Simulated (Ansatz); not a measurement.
Geometry optimisation, RKS r2SCAN/def2-SVP in Ansatz.

input.yaml

```yaml
crystal:
  periodic: [false, false, false]
  atoms:
    - { symbol: Mg, position_ang: [0.3255, -0.1771, 0.3169] }
    - { symbol: H, position_ang: [2.14, 0.4959, -0.8688] }
    - { symbol: C, position_ang: [-1.6577, -0.4476, -0.2653] }
    - { symbol: H, position_ang: [2.5562, 0.7152, -0.014] }
    - { symbol: Br, position_ang: [2.6663, 0.8577, 1.9754] }
    - { symbol: H, position_ang: [-2.3071, 0.2004, 0.3171] }
    - { symbol: H, position_ang: [-1.9912, -1.4733, -0.1492] }
    - { symbol: H, position_ang: [-1.7319, -0.1713, -1.3122] }
basis:
  gaussian: { orbitals: def2-SVP }
hamiltonian:
  xc: r2scan
relax:
  f_tol: 0.15
  max_steps: 25
  restrain:
    - { distance: [0, 4], at: 3.91, k: 30.0 }
    - { distance: [3, 1], at: 1.92, k: 30.0 }
    - { distance: [0, 1], at: 1.72, k: 30.0 }
    - { distance: [3, 4], at: 1.51, k: 30.0 }
output:
  orbitals: {}
```

Run as:

```bash
$ ansatz run input.yaml --threads 2 --pin off --max-ram 3072MiB --backend cpu --events-out ev --progress --plain --runs-dir out
```

**Question.** Where does it end, and by what steps?

**Answer.** It converged. The restraints hold the end off the free minimum. After 6 steps the energy has risen by 0.333 eV (the restraints' own energy left out); Mg1 moved furthest, 0.90 Å. Parted: Mg1–Br5. Joined: Mg1–H2, H4–Br5.

| step | energy less start (eV) | largest force component (eV/Å) | accepted |
| --- | --- | --- | --- |
| 0 | 0.0000 | 1.657 | yes |
| 1 | 0.6598 | 2.169 | yes |
| 2 | 0.7847 | 2.384 | yes |
| 3 | 0.6568 | 1.919 | yes |
| 4 | 0.4898 | 1.385 | yes |
| 5 | 0.3575 | 0.747 | yes |
| 6 | 0.3325 | 0.773 | yes |

```xyz
8
Properties=species:S:1:pos:R:3
Mg 0.344 -0.077 -0.573
H 2.002 0.174 -0.960
C -1.712 -0.433 -0.341
H 2.812 0.749 0.675
Br 2.928 1.103 2.112
H -2.179 0.191 0.442
H -1.932 -1.483 -0.077
H -2.262 -0.224 -1.277
```

Whether the end is a true minimum wasn't checked by a vibrational analysis.

The run took 6.7 s on 2 threads of AMD EPYC 9R45 96-Core Processor (Zen 5), with other jobs on the host, peak memory 0.16 GiB.
